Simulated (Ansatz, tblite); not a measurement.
Spin states of the cluster Si5W4, each relaxed with PBE-D4/def2-SVP in Ansatz. Electronic energies in the gas phase.

In the def2 sets W takes a core potential; there is no spin–orbit coupling. The xTB rows come from tblite. The structure comes from a short search, and lower isomers may exist.

Singlet geometry (Cs within 0.1 Å):

```xyz
9

W    -0.4500    0.3469   -2.2194
W    -1.7773   -0.8601   -0.6041
W     0.8641   -1.4065   -1.1989
W     1.3383    1.2887   -0.8953
Si   -0.1383   -1.8954    0.9841
Si   -1.0897    1.5545   -0.1459
Si    1.9256   -0.4555    0.8025
Si    0.7160    1.4491    1.5398
Si   -1.3888   -0.0215    1.7371
```

Triplet geometry:

Cartesian coordinates in Å:
```
W -0.140 2.233 0.422
W -0.201 0.495 2.077
W -1.875 0.762 -0.501
W 0.226 1.015 -1.767
Si -1.564 -1.234 0.956
Si 1.718 0.651 0.347
Si -0.747 -1.252 -1.444
Si 1.634 -1.119 -1.317
Si 0.949 -1.552 1.227
```

Quintet geometry:

```xyz
9

W    -1.9080    0.0299   -1.6508
W    -0.7039    1.8405   -0.6177
W    -1.8405    0.1495    0.7876
W    -0.4363   -1.6424   -0.5379
Si    0.2258    1.5559    1.7344
Si    0.6164    0.1692   -2.0227
Si    0.3442   -0.8718    1.7946
Si    1.9411   -1.8129    0.3854
Si    1.7611    0.5820    0.1272
```

⟨S²⟩: triplet 2.21 at PBE0-D4/def2-TZVP (pure 2.00), quintet 6.10 at PBE0-D4/def2-TZVP (pure 6.00).

Only these spin states were relaxed. Higher spins weren't run and may lie lower. The triplet has other bonds than the singlet, so the gap mixes isomer and spin. The quintet has other bonds than the singlet, so the gap mixes isomer and spin.

```json
{"level": "GFN1-xTB", "triplet − singlet (kcal/mol)": "14.8", "quintet − singlet (kcal/mol)": "42.5", "lowest of these": "singlet", "remarks": "–"}
{"level": "GFN2-xTB", "triplet − singlet (kcal/mol)": "-4.1", "quintet − singlet (kcal/mol)": "8.0", "lowest of these": "triplet", "remarks": "–"}
{"level": "PBE-D4/def2-TZVP", "triplet − singlet (kcal/mol)": "4.1", "quintet − singlet (kcal/mol)": "10.6", "lowest of these": "singlet", "remarks": "restricted SCF unstable in HF (singlet)"}
{"level": "r2SCAN-D4/def2-TZVP", "triplet − singlet (kcal/mol)": "1.2", "quintet − singlet (kcal/mol)": "1.6", "lowest of these": "singlet", "remarks": "restricted SCF unstable in HF (singlet), spin-contaminated (⟨S²⟩ 2.18) (triplet)"}
{"level": "PBE0-D4/def2-TZVP", "triplet − singlet (kcal/mol)": "2.0", "quintet − singlet (kcal/mol)": "2.7", "lowest of these": "singlet", "remarks": "restricted SCF unstable in HF (singlet), spin-contaminated (⟨S²⟩ 2.21) (triplet)"}
```

Change of the quintet − singlet gap on mixing in exact exchange, in kcal/mol: PBE to PBE0 (25 % exact exchange) -8.0.

The xTB methods have no spin-polarisation term.
